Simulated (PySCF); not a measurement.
## Nuclear quadrupole coupling in `O=S1(=O)[C@H]2CC[C@@H]1CC2`

C₆H₁₀O₂S.
Geometry (PBE0-D3(BJ)/def2-SVP, Å), atoms numbered from 1 in this order:
```
atom  x, y, z in Å
O1    -2.0948   -0.1977   -1.6001
S2    -0.7260    0.2682   -1.3829
O3    -0.0215    1.0254   -2.4162
C4    -0.5248    1.0242    0.2695
C5    -1.0489   -0.1024    1.1580
C6    -0.5003   -1.4328    0.5533
C7     0.3292   -1.0418   -0.6680
C8     1.5475   -0.2230   -0.2456
C9     0.9976    1.1071    0.3580
H10   -1.0595    1.9792    0.3453
H11   -2.1470   -0.1047    1.1654
H12   -0.7050    0.0489    2.1921
H13   -1.3268   -2.0928    0.2580
H14    0.1284   -1.9802    1.2712
H15    0.5218   -1.8446   -1.3906
H16    2.1408   -0.7901    0.4872
H17    2.1900   -0.0177   -1.1122
H18    1.3681    1.9717   -0.2086
H19    1.3022    1.2364    1.4073
```

Field gradients from the PBE0/pcSseg-1 density (PySCF, non-relativistic), principal values in atomic units, ordered |Vxx| ≤ |Vyy| ≤ |Vzz|:

```csv
atom,Vxx,Vyy,Vzz
O1,-0.7418,-0.7516,1.4934
S2,0.0153,0.0822,-0.0974
O3,-0.7419,-0.7506,1.4925
```

Task: Find the asymmetry η = (Vxx − Vyy)/Vzz and the couplings χ = eQV/h (234.96 MHz × Q in barn × V in au), with Q(17O) = −0.0256 b, Q(33S) = −0.0678 b.

Result: 
```tsv
atom	environment	nucleus	η	χzz (MHz)	χxx (MHz)	χyy (MHz)
O1	sulfonyl oxygen	17O	0.01	-8.98	4.46	4.52
S2	sulfonyl sulfur	33S	0.69	1.552	-0.243	-1.309
O3	sulfonyl oxygen	17O	0.01	-8.98	4.46	4.52
```

The gradient is axial or nearly so (η below 0.05) at O1 and O3. 

Task: What is Vzz at S2 in SI units (1 au = 9.71736 × 10²¹ V/m²)?

Result: -0.0974 au = -0.947 × 10²¹ V/m².

Were the hydrogens deuterons (Q(2H) = 0.00286 b), χzz would run from 194 kHz (H13, H17, H18, H11 and 4 more) to 197 kHz (H15 and H10).

Geometry: PBE0-D3(BJ)/def2-SVP; no solvent, vibrations or thermal averaging. With so small a basis the couplings can be 20 % off.
